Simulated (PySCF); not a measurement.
Tl(40+): ionisation energy

Tl(40+) [Kr] 4d5 [4d3/2^4 4d5/2^1, M_J = 5/2] → Tl(41+) [Kr] 4d4 [4d3/2^4, M_J = 0], as a difference of total energies. All numbers are calculated (PySCF 2.14, the two-component X2C-1e Hamiltonian, in an even-tempered Gaussian basis (16 s from 4.8 bohr⁻², ratio 2.8; 14 p from 6.2 bohr⁻², ratio 2.8; 9 d from 6.2 bohr⁻², ratio 2.8; 3 f from 25 bohr⁻², ratio 3)). Correlated levels: [Ar] 3d10 frozen; the 90 highest virtual spinors dropped. "Screened" scales the spin-orbit matrix elements by Boettger's factors to mimic the two-electron term; Breit and QED terms are absent.

```tsv
method	ionisation energy (eV)
GHF (spin-free)	1943.4
GMP2 (spin-free)	1943.2
GHF (screened spin-orbit)	1920.8
GMP2 (screened spin-orbit)	1920.6
```

Breit and QED terms and the two-electron picture change are absent.

The spin-free rows relax to the high-spin LS determinant and lack the spin-orbit shift.

The labels give the starting determinants; with spin-orbit coupling the two ends relaxed to ⟨J²⟩ = 8.75, ⟨L²⟩ = 6.23, ⟨S²⟩ = 2.94 and ⟨J²⟩ = 0.00, ⟨L²⟩ = 2.52, ⟨S²⟩ = 2.52.

For comparison: 1920 ± 4 eV (theoretical estimate listed by NIST; NIST Atomic Spectra Database, ionization energies).
